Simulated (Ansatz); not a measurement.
Cost and result for the atomization energy of `O[SiH2][GaH][Br]` (8 atoms, 7 bonds).

Z-matrix (Å, degrees):
```
Si
Ga 1 2.403
O 1 1.654 2 108.0
H 1 1.492 2 109.5 3 121.6
H 1 1.492 2 109.5 3 -121.6
Br 2 2.312 1 111.7 3 180.0
H 2 1.563 1 134.7 3 0.0
H 3 0.959 1 117.9 2 -180.0
```

Charge 0, multiplicity 1. Correlated methods include outer-core shells of Br, Ga, which these sets cover unevenly. Scalar relativity is left out up to krypton. The structure was optimised at the PBE0-D4/def2-TZVP level. It is one conformer, not always the lowest. Program: Ansatz. All runs use 4 threads of an AMD EPYC 9R45 on a shared host. Times are those of one run each, without the atoms' runs, and a repeat can differ threefold. Electronic energies, without spin–orbit coupling; frozen cores. CCSD(T)/CBS adds CCSD(T) − MP2 in def2-TZVPP to the MP2 limit, and its time is that of the two runs behind it. T1 = 0.011. With those shells the extrapolation isn't a true limit. B3LYP takes the VWN-RPA correlation (the form of Gaussian; ORCA's B3LYP/G). HSE06 is the plane-wave form, built on full-range PBE exchange.

CCSD(T)/CBS is a level of theory with its own doubt, some kJ/mol a heavy atom from the limit and from the frozen cores, so smaller differences don't rank the functionals.

| level | functions | wall time |
| --- | --- | --- |
| LDA (SPW92)/def2-TZVPP | 225 | 0.6 s |
| PBE-D4/def2-TZVPP (with forces) | 225 | 1.1 s |
| BHLYP-D4/def2-TZVPP | 225 | 1.5 s |
| HSE06-D4/def2-TZVPP | 225 | 1.6 s |
| CAM-B3LYP-D4/def2-TZVPP | 225 | 1.8 s |
| B3LYP-D4/def2-TZVPP (with forces) | 225 | 2 s |
| B2PLYP/def2-TZVPP | 225 | 2.5 s |
| B97M-V/def2-TZVPP | 225 | 2.9 s |
| ωB97X-V/def2-TZVPP | 225 | 3.5 s |
| CCSD(T)/def2-SVP | 116 | 4 s |
| MP2/def2-QZVPP | 425 | 10 s |
| CCSD(T)/def2-TZVPP | 225 | 63 s |
| CCSD(T)/CBS(def2) | – | 73 s |

(1) What atomization energy does each give, and how far from CCSD(T)/CBS? (An estimate is asked.)

## Answers

(1) Ansatz gave: 
```tsv
level	atomization (kJ/mol)	difference from CCSD(T)/CBS	per bond
LDA (SPW92)/def2-TZVPP	2671.5	290.7	41.5
PBE-D4/def2-TZVPP (with forces)	2354.5	-26.3	-3.8
BHLYP-D4/def2-TZVPP	2289.1	-91.7	-13.1
HSE06-D4/def2-TZVPP	2330.6	-50.2	-7.2
CAM-B3LYP-D4/def2-TZVPP	2350.6	-30.2	-4.3
B3LYP-D4/def2-TZVPP (with forces)	2332.6	-48.2	-6.9
B2PLYP/def2-TZVPP	2318.6	-62.2	-8.9
B97M-V/def2-TZVPP	2367.4	-13.4	-1.9
ωB97X-V/def2-TZVPP	2374.3	-6.5	-0.9
CCSD(T)/def2-SVP	2176.8	-204.0	-29.1
MP2/def2-QZVPP	2386.8	6.0	0.9
CCSD(T)/def2-TZVPP	2314.3	-66.5	-9.5
CCSD(T)/CBS(def2)	2380.8	0.0	0.0
```

The D4 term adds +30.7 kJ/mol with B3LYP and +16.1 kJ/mol with PBE0; it sums over pairs of atoms, weighted by their polarisabilities, and B3LYP, whose exchange is more repulsive, gets the larger term. Leaving LDA and LC-ωPBE aside and taking each functional with its dispersion term where it has one, the values spread over 85.2 kJ/mol, from BHLYP-D4 to ωB97X-V. LDA lies +335.7 kJ/mol from PBE without D4, its usual overbinding. From BLYP to BHLYP (50 % exact exchange), in def2-TZVPP and without D4, the atomization energy moves by −15.3 kJ/mol: exact exchange takes away binding that semilocal exchange gives to molecules.
